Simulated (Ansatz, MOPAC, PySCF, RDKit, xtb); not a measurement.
Pair of molecules: H2O (SMILES O) (first 3 atoms) with CH3F (SMILES CF); geometry from B3LYP-D3(BJ)/def2-TZVP, rigid monomers moved along the line of their centres of mass till H3···F5 is 3.60 Å.
(charge 0, multiplicity 1):
```xyz
8

O     -0.12140    -0.06330     0.58278
H      0.00781     0.63656    -0.06439
H     -0.47988     0.37229     1.36722
C      0.50619    -0.19111     5.40386
F     -0.42949     0.74796     4.94514
H     -0.02546    -0.94407     5.98441
H      0.98849    -0.64007     4.53712
H      1.23209     0.33074     6.02642
```

```json
[
 {"level": "MMFF94", "interaction energy (kcal/mol)": "-1.03", "minus MP2/CBS(aug-cc-pVDZ, aug-cc-pVTZ) + ΔCCSD(T)/aug-cc-pVDZ": "-0.05"},
 {"level": "UFF", "interaction energy (kcal/mol)": "-0.18", "minus MP2/CBS(aug-cc-pVDZ, aug-cc-pVTZ) + ΔCCSD(T)/aug-cc-pVDZ": "0.80"},
 {"level": "GFN-FF", "interaction energy (kcal/mol)": "-1.04", "minus MP2/CBS(aug-cc-pVDZ, aug-cc-pVTZ) + ΔCCSD(T)/aug-cc-pVDZ": "-0.06"},
 {"level": "PM3", "interaction energy (kcal/mol)": "-0.45", "minus MP2/CBS(aug-cc-pVDZ, aug-cc-pVTZ) + ΔCCSD(T)/aug-cc-pVDZ": "0.52"},
 {"level": "PM6", "interaction energy (kcal/mol)": "-0.63", "minus MP2/CBS(aug-cc-pVDZ, aug-cc-pVTZ) + ΔCCSD(T)/aug-cc-pVDZ": "0.35"},
 {"level": "PM7", "interaction energy (kcal/mol)": "-0.85", "minus MP2/CBS(aug-cc-pVDZ, aug-cc-pVTZ) + ΔCCSD(T)/aug-cc-pVDZ": "0.13"},
 {"level": "GFN1-xTB", "interaction energy (kcal/mol)": "-0.75", "minus MP2/CBS(aug-cc-pVDZ, aug-cc-pVTZ) + ΔCCSD(T)/aug-cc-pVDZ": "0.22"},
 {"level": "HF/STO-3G (no counterpoise)", "interaction energy (kcal/mol)": "-0.39", "minus MP2/CBS(aug-cc-pVDZ, aug-cc-pVTZ) + ΔCCSD(T)/aug-cc-pVDZ": "0.59"},
 {"level": "HF/3-21G (no counterpoise)", "interaction energy (kcal/mol)": "-1.09", "minus MP2/CBS(aug-cc-pVDZ, aug-cc-pVTZ) + ΔCCSD(T)/aug-cc-pVDZ": "-0.11"},
 {"level": "HF/6-31G*", "interaction energy (kcal/mol)": "-0.97", "minus MP2/CBS(aug-cc-pVDZ, aug-cc-pVTZ) + ΔCCSD(T)/aug-cc-pVDZ": "0.01"},
 {"level": "HF/6-31G* (no counterpoise)", "interaction energy (kcal/mol)": "-1.05", "minus MP2/CBS(aug-cc-pVDZ, aug-cc-pVTZ) + ΔCCSD(T)/aug-cc-pVDZ": "-0.08"},
 {"level": "HF/aug-cc-pVDZ", "interaction energy (kcal/mol)": "-0.95", "minus MP2/CBS(aug-cc-pVDZ, aug-cc-pVTZ) + ΔCCSD(T)/aug-cc-pVDZ": "0.02"},
 {"level": "HF/aug-cc-pVTZ", "interaction energy (kcal/mol)": "-0.95", "minus MP2/CBS(aug-cc-pVDZ, aug-cc-pVTZ) + ΔCCSD(T)/aug-cc-pVDZ": "0.03"},
 {"level": "PBE/def2-TZVPPD", "interaction energy (kcal/mol)": "-0.86", "minus MP2/CBS(aug-cc-pVDZ, aug-cc-pVTZ) + ΔCCSD(T)/aug-cc-pVDZ": "0.12"},
 {"level": "PBE-D3(BJ)/def2-TZVPPD", "interaction energy (kcal/mol)": "-0.99", "minus MP2/CBS(aug-cc-pVDZ, aug-cc-pVTZ) + ΔCCSD(T)/aug-cc-pVDZ": "-0.01"},
 {"level": "PBE-D4/def2-TZVPPD", "interaction energy (kcal/mol)": "-0.98", "minus MP2/CBS(aug-cc-pVDZ, aug-cc-pVTZ) + ΔCCSD(T)/aug-cc-pVDZ": "0.00"},
 {"level": "BP86/6-31G* (no counterpoise)", "interaction energy (kcal/mol)": "-0.79", "minus MP2/CBS(aug-cc-pVDZ, aug-cc-pVTZ) + ΔCCSD(T)/aug-cc-pVDZ": "0.19"},
 {"level": "r2SCAN/def2-TZVPPD", "interaction energy (kcal/mol)": "-0.86", "minus MP2/CBS(aug-cc-pVDZ, aug-cc-pVTZ) + ΔCCSD(T)/aug-cc-pVDZ": "0.12"},
 {"level": "r2SCAN-D3(BJ)/def2-TZVPPD", "interaction energy (kcal/mol)": "-0.94", "minus MP2/CBS(aug-cc-pVDZ, aug-cc-pVTZ) + ΔCCSD(T)/aug-cc-pVDZ": "0.03"},
 {"level": "r2SCAN-D4/def2-TZVPPD", "interaction energy (kcal/mol)": "-0.94", "minus MP2/CBS(aug-cc-pVDZ, aug-cc-pVTZ) + ΔCCSD(T)/aug-cc-pVDZ": "0.04"},
 {"level": "B3LYP/3-21G (no counterpoise)", "interaction energy (kcal/mol)": "-0.82", "minus MP2/CBS(aug-cc-pVDZ, aug-cc-pVTZ) + ΔCCSD(T)/aug-cc-pVDZ": "0.16"},
 {"level": "B3LYP/6-311+G** (no counterpoise)", "interaction energy (kcal/mol)": "-0.98", "minus MP2/CBS(aug-cc-pVDZ, aug-cc-pVTZ) + ΔCCSD(T)/aug-cc-pVDZ": "0.00"},
 {"level": "B3LYP/def2-TZVPPD", "interaction energy (kcal/mol)": "-0.77", "minus MP2/CBS(aug-cc-pVDZ, aug-cc-pVTZ) + ΔCCSD(T)/aug-cc-pVDZ": "0.21"},
 {"level": "B3LYP-D3(BJ)/def2-TZVPPD", "interaction energy (kcal/mol)": "-0.94", "minus MP2/CBS(aug-cc-pVDZ, aug-cc-pVTZ) + ΔCCSD(T)/aug-cc-pVDZ": "0.04"},
 {"level": "B3LYP-D4/def2-TZVPPD", "interaction energy (kcal/mol)": "-0.92", "minus MP2/CBS(aug-cc-pVDZ, aug-cc-pVTZ) + ΔCCSD(T)/aug-cc-pVDZ": "0.06"},
 {"level": "PBE0/def2-TZVPPD", "interaction energy (kcal/mol)": "-0.88", "minus MP2/CBS(aug-cc-pVDZ, aug-cc-pVTZ) + ΔCCSD(T)/aug-cc-pVDZ": "0.10"},
 {"level": "PBE0-D4/def2-TZVPPD", "interaction energy (kcal/mol)": "-1.00", "minus MP2/CBS(aug-cc-pVDZ, aug-cc-pVTZ) + ΔCCSD(T)/aug-cc-pVDZ": "-0.02"},
 {"level": "M06-2X/6-31G* (no counterpoise)", "interaction energy (kcal/mol)": "-1.01", "minus MP2/CBS(aug-cc-pVDZ, aug-cc-pVTZ) + ΔCCSD(T)/aug-cc-pVDZ": "-0.03"},
 {"level": "wB97X-V/def2-TZVPPD", "interaction energy (kcal/mol)": "-0.97", "minus MP2/CBS(aug-cc-pVDZ, aug-cc-pVTZ) + ΔCCSD(T)/aug-cc-pVDZ": "0.01"},
 {"level": "wB97M-V/def2-TZVPPD", "interaction energy (kcal/mol)": "-0.97", "minus MP2/CBS(aug-cc-pVDZ, aug-cc-pVTZ) + ΔCCSD(T)/aug-cc-pVDZ": "0.01"},
 {"level": "MP2/6-31G*", "interaction energy (kcal/mol)": "-0.91", "minus MP2/CBS(aug-cc-pVDZ, aug-cc-pVTZ) + ΔCCSD(T)/aug-cc-pVDZ": "0.06"},
 {"level": "MP2/6-31G* (no counterpoise)", "interaction energy (kcal/mol)": "-1.03", "minus MP2/CBS(aug-cc-pVDZ, aug-cc-pVTZ) + ΔCCSD(T)/aug-cc-pVDZ": "-0.05"},
 {"level": "MP2/aug-cc-pVDZ", "interaction energy (kcal/mol)": "-0.95", "minus MP2/CBS(aug-cc-pVDZ, aug-cc-pVTZ) + ΔCCSD(T)/aug-cc-pVDZ": "0.02"},
 {"level": "MP2/aug-cc-pVTZ", "interaction energy (kcal/mol)": "-0.97", "minus MP2/CBS(aug-cc-pVDZ, aug-cc-pVTZ) + ΔCCSD(T)/aug-cc-pVDZ": "0.01"},
 {"level": "MP2/CBS(aug-cc-pVDZ, aug-cc-pVTZ)", "interaction energy (kcal/mol)": "-0.98", "minus MP2/CBS(aug-cc-pVDZ, aug-cc-pVTZ) + ΔCCSD(T)/aug-cc-pVDZ": "0.00"},
 {"level": "SCS-MP2/aug-cc-pVDZ", "interaction energy (kcal/mol)": "-0.92", "minus MP2/CBS(aug-cc-pVDZ, aug-cc-pVTZ) + ΔCCSD(T)/aug-cc-pVDZ": "0.06"},
 {"level": "SCS-MP2/aug-cc-pVTZ", "interaction energy (kcal/mol)": "-0.94", "minus MP2/CBS(aug-cc-pVDZ, aug-cc-pVTZ) + ΔCCSD(T)/aug-cc-pVDZ": "0.04"},
 {"level": "CCSD/aug-cc-pVDZ", "interaction energy (kcal/mol)": "-0.95", "minus MP2/CBS(aug-cc-pVDZ, aug-cc-pVTZ) + ΔCCSD(T)/aug-cc-pVDZ": "0.03"},
 {"level": "CCSD(T)/aug-cc-pVDZ", "interaction energy (kcal/mol)": "-0.95", "minus MP2/CBS(aug-cc-pVDZ, aug-cc-pVTZ) + ΔCCSD(T)/aug-cc-pVDZ": "0.03"},
 {"level": "MP2/CBS(aug-cc-pVDZ, aug-cc-pVTZ) + ΔCCSD(T)/aug-cc-pVDZ", "interaction energy (kcal/mol)": "-0.98", "minus MP2/CBS(aug-cc-pVDZ, aug-cc-pVTZ) + ΔCCSD(T)/aug-cc-pVDZ": "0.00"}
]
```

 The comparison column counts from a level with limits of its own.

The rows run from -1.09 (HF/3-21G (no counterpoise)) to -0.18 kcal/mol (UFF). From aug-cc-pVDZ to aug-cc-pVTZ MP2 changes by -0.02. The dispersion term adds -0.13 in PBE-D3(BJ), -0.12 in PBE-D4, -0.09 in r2SCAN-D3(BJ). The 6 functionals in def2-TZVPPD without D3 or D4 span 0.20, from wB97X-V to B3LYP.

Interaction energies are E(AB) − E(A) − E(B) at the monomers' geometry in the complex; basis-set methods are counterpoise corrected. Rows marked so take none. RDKit's UFF carries no charges.

Correlated levels freeze the cores. CBS(a, b) extrapolates the correlation energy as X⁻³ and adds the Hartree–Fock energy of set b. Rows in 3-21G, 6-311+G**, 6-31G*, STO-3G carry no dispersion term and start afresh at each structure (6-31G* with six Cartesian d functions). MP2/6-31G* freezes PySCF's default core. The state reached by PM3, PM6, PM7 isn't checked; PM7 holds dispersion and hydrogen-bond terms.

Codes used: Ansatz (Gaussian orbitals); MOPAC for PM3, PM6, PM7 (differences of heats of formation); PySCF for 3-21G rows, 6-311+G** rows, 6-31G* rows, STO-3G rows, the dispersion terms; RDKit for the force fields; xtb for the GFN methods.

Ansatz is a first-principles code.
